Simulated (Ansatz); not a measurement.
A structure relaxed at PBE0-D4/def2-TZVP, charge 0, multiplicity 1:

Cartesian coordinates in Å:
```
O 1.426 1.437 1.262
Al 1.054 -0.112 0.728
O -0.473 -0.433 0.057
B -1.368 -0.584 -0.904
F -2.601 -0.985 -0.642
Cl -0.982 -0.254 -2.602
H 0.861 2.205 1.204
H 2.082 -1.275 0.898
```

Problem. Give its formula and SMILES.

Solution. AlBClFH2O2, `[OH][AlH][O]B(F)Cl`.

Problem. Summarise the bond lengths by kind.

Solution. 2 × Al–O 1.680 to 1.699 Å; 1 × H–O 0.955 Å; 1 × Al–H 1.561 Å; 1 × B–O 1.322 Å; 1 × B–F 1.323 Å; 1 × B–Cl 1.772 Å.

Results of the Gaussian-basis code of Ansatz.
